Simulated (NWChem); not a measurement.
Everything below was run with NWChem. System: SSn, charge 0, spin multiplicity 1, optimised in this run. The structure started from a generated list of species. Level: PBE0/def2-SVP with def2 effective core potentials on Sn.

Input file:

```
start mol
memory heap 200 mb stack 900 mb global 1100 mb
geometry units angstroms
  Sn     0.000000     0.000000     0.541001
  S      0.000000     0.000000    -1.690627
  symmetry group C2v
end
basis spherical
  * library def2-svp
end
ecp
  Sn library def2-ecp
end
dft
  xc pbe0
  semidirect memsize 60000000 filesize 0
  iterations 100
  grid fine
  convergence energy 1e-8
end
driver
  maxiter 80
end
task dft optimize
task dft freq numerical
```

Part of the output:

```
             Northwest Computational Chemistry Package (NWChem) 7.3.0
             --------------------------------------------------------

                                NWChem Input Module
                                -------------------

 Scaling coordinates for geometry "geometry" by  1.889725989
 (inverse scale =  0.529177249)

 Turning off AUTOSYM since
 SYMMETRY directive was detected!

          ------
          auto-z
          ------

                             Geometry "geometry" -> ""
                             -------------------------

 Output coordinates in angstroms (scale by  1.889725989 to convert to a.u.)

  No.       Tag          Charge          X              Y              Z
 ---- ---------------- ---------- -------------- -------------- --------------
    1 Sn                  50.0000     0.00000000     0.00000000     0.54100073
    2 S                   16.0000     0.00000000     0.00000000    -1.69062727

 Effective nuclear repulsion energy (a.u.)     189.7008816881

            Nuclear Dipole moment (a.u.)
            ----------------------------
        X                 Y               Z
 ---------------- ---------------- ----------------
     0.0000000000     0.0000000000     0.0000000000

      Symmetry information
      --------------------

 Group name             C2v
 Group number             16
 Group order               4
 No. of unique centers     2

      Symmetry unique atoms

     1    2


 Summary of "ao basis" -> "" (spherical)
 ------------------------------------------------------------------------------
       Tag                 Description            Shells   Functions and Types
 ---------------- ------------------------------  ------  ---------------------
 *                          def2-svp                  on all atoms

                           NWChem Geometry Optimization
                           ----------------------------

 maximum gradient threshold         (gmax) =   0.000450
 rms gradient threshold             (grms) =   0.000300
 maximum cartesian step threshold   (xmax) =   0.001800
 rms cartesian step threshold       (xrms) =   0.001200
 fixed trust radius                (trust) =   0.300000
 maximum step size to saddle      (sadstp) =   0.100000
 energy precision                  (eprec) =   5.0D-06
 maximum number of steps          (nptopt) =   80
 initial hessian option           (inhess) =    0
 line search option               (linopt) =    1
 hessian update option            (modupd) =    1
 saddle point option              (modsad) =    0
 initial eigen-mode to follow     (moddir) =    0
 initial variable to follow       (vardir) =    0
 follow first negative mode     (firstneg) =    T
 apply conjugacy                    (opcg) =    F
 source of zmatrix                         =   autoz

          -------------------
          Energy Minimization
          -------------------

 Names of Z-matrix variables
    1

 Variables with the same non-blank name are constrained to be equal

 Using diagonal initial Hessian
 Scaling for Hessian diagonals: bonds = 1.00  angles = 0.25  torsions = 0.10

          --------
          Step   0
          --------

                         Geometry "geometry" -> "geometry"
                         ---------------------------------

 Output coordinates in angstroms (scale by  1.889725989 to convert to a.u.)

  No.       Tag          Charge          X              Y              Z
 ---- ---------------- ---------- -------------- -------------- --------------
[...]
    S        2  0.0000000D+00  0.0000000D+00 -3.1862447D+00  3.1972070D+01
 --------------------------------------------------------------------------

          ----------------------------------------------------
          MASS-WEIGHTED NUCLEAR HESSIAN (Hartree/Bohr/Bohr/Kamu)
          ----------------------------------------------------

               1            2            3            4            5            6
   ----- ----- ----- ----- -----
    1    9.36542D-04
    2    0.00000D+00  9.36536D-04
    3    0.00000D+00  0.00000D+00  2.01971D+00
    4   -1.79846D-03  0.00000D+00  0.00000D+00  3.45362D-03
    5    0.00000D+00 -1.79845D-03  0.00000D+00  0.00000D+00  3.45360D-03
    6    0.00000D+00  0.00000D+00 -3.87850D+00  0.00000D+00  0.00000D+00  7.44797D+00


 ----------------------------------------------------------------------------
 Normal Eigenvalue ||         Derivative Dipole Moments (debye/angs)
  Mode   [cm**-1]  ||      [d/dqX]             [d/dqY]           [d/dqZ]
 ------ ---------- || ------------------ ------------------ -----------------
    1        0.009 ||       0.000              -0.000             0.000
    2        0.009 ||      -0.000               0.000             0.000
    3        0.014 ||       0.000               0.000             0.000
    4       10.771 ||       0.000              -0.284             0.000
    5       10.771 ||      -0.284               0.000             0.000
    6      500.180 ||       0.000               0.000            -0.875
 ----------------------------------------------------------------------------

 ----------------------------------------------------------------------------
 Normal Eigenvalue ||                 Infra Red Intensities
  Mode   [cm**-1]  || [atomic units] [(debye/angs)**2] [(KM/mol)] [arbitrary]
 ------ ---------- || -------------- ----------------- ---------- -----------
    1        0.009 ||    0.000000           0.000         0.000       0.000
    2        0.009 ||    0.000000           0.000         0.000       0.000
    3        0.014 ||    0.000000           0.000         0.000       0.000
    4       10.771 ||    0.003496           0.081         3.408       5.216
    5       10.771 ||    0.003496           0.081         3.408       5.216
    6      500.180 ||    0.033223           0.766        32.387      49.568
 ----------------------------------------------------------------------------

        Vibrational analysis via the FX method
  --- with translations and rotations projected out ---
  --- via the Eckart algorithm                      ---
 Dependent rotation vector no.                    3
  found in ECKART; assuming linear geometry
 Projected Nuclear Hessian trans-rot subspace norm:3.6734D-40
                         (should be close to zero!)

          --------------------------------------------------------
          MASS-WEIGHTED PROJECTED HESSIAN (Hartree/Bohr/Bohr/Kamu)
          --------------------------------------------------------

               1            2            3            4            5            6
   ----- ----- ----- ----- -----
    1    0.00000D+00
    2    0.00000D+00  0.00000D+00
    3    0.00000D+00  0.00000D+00  2.01971D+00
    4   -2.20737D-19  0.00000D+00  0.00000D+00  0.00000D+00
    5    0.00000D+00  0.00000D+00  0.00000D+00  0.00000D+00  0.00000D+00
    6    0.00000D+00  0.00000D+00 -3.87850D+00  0.00000D+00  0.00000D+00  7.44797D+00

 center of mass
 --------------
 x =   0.00000000 y =   0.00000000 z =   0.11779200

 moments of inertia (a.u.)
 ------------------
         443.676030382822           0.000000000000           0.000000000000
           0.000000000000         443.676030382822           0.000000000000
           0.000000000000           0.000000000000           0.000000000000

 Rotational Constants
 --------------------
 A=   0.000000 cm-1  (  0.000000 K)
 B=   0.135685 cm-1  (  0.195216 K)
 C=   0.135685 cm-1  (  0.195216 K)

 Temperature                      =   298.15K
 frequency scaling parameter      =   1.0000

 Linear Molecule

 Zero-Point correction to Energy  =    0.715 kcal/mol  (  0.001139 au)
 Thermal correction to Energy     =    2.336 kcal/mol  (  0.003722 au)
 Thermal correction to Enthalpy   =    2.928 kcal/mol  (  0.004666 au)

 Total Entropy                    =   58.112 cal/mol-K
   - Translational                =   40.906 cal/mol-K (mol. weight = 149.8739)
   - Rotational                   =   16.549 cal/mol-K (symmetry #  =        1)
   - Vibrational                  =    0.657 cal/mol-K

 Cv (constant volume heat capacity) =    6.215 cal/mol-K
   - Translational                  =    2.979 cal/mol-K
   - Rotational                     =    1.986 cal/mol-K
   - Vibrational                    =    1.249 cal/mol-K


 ----------------------------------------------------------------------------
 Normal Eigenvalue ||    Projected Derivative Dipole Moments (debye/angs)
  Mode   [cm**-1]  ||      [d/dqX]             [d/dqY]           [d/dqZ]
 ------ ---------- || ------------------ ------------------ -----------------
    1        0.000 ||       0.131               0.000             0.000
    2        0.000 ||       0.000               0.131             0.000
    3        0.000 ||       0.000               0.000             0.000
    4        0.000 ||      -0.252               0.000             0.000
    5        0.000 ||       0.000              -0.252             0.000
    6      500.180 ||       0.000               0.000            -0.875
 ----------------------------------------------------------------------------

 ----------------------------------------------------------------------------
 Normal Eigenvalue ||           Projected Infra Red Intensities
  Mode   [cm**-1]  || [atomic units] [(debye/angs)**2] [(KM/mol)] [arbitrary]
 ------ ---------- || -------------- ----------------- ---------- -----------
    1        0.000 ||    0.000746           0.017         0.727       1.113
    2        0.000 ||    0.000746           0.017         0.727       1.113
    3        0.000 ||    0.000000           0.000         0.000       0.000
    4        0.000 ||    0.002750           0.063         2.681       4.103
    5        0.000 ||    0.002750           0.063         2.681       4.103
    6      500.180 ||    0.033223           0.766        32.387      49.568
 ----------------------------------------------------------------------------

 Task  times  cpu:       47.8s     wall:       47.8s

 Total times  cpu:       55.3s     wall:       55.3s
```
